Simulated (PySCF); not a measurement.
InH, SMILES [InH] (connectivity only; charge and spin as stated), neutral, multiplicity 1. The structure is a stationary point at B3LYP-D3(BJ)/def2-TZVPD. The def2 effective core potentials stand for the cores of In; spin–orbit coupling is left out.

The numbers are results of B3LYP-D3(BJ)/def2-TZVPD (PySCF), not measurements.

Harmonic wavenumbers (cm⁻¹): 1423. Rotational constants (GHz): 145.7 (linear); symmetry number 1.

### Question
Work out the zero-point energy and the ideal-gas rigid-rotor harmonic-oscillator thermochemistry at 298.15 K and 1 atm.

### Answer
ZPE = ½ Σ hcν = ½ × 1423 cm⁻¹ = 2.03 kcal/mol. H − E(el) = 4.11 kcal/mol. Entropy in cal/(mol K): translation 40.16, rotation 9.44, vibration 0.02, total 49.62. G − E(el) = -10.68 kcal/mol. Cp = 7.05 cal/(mol K).
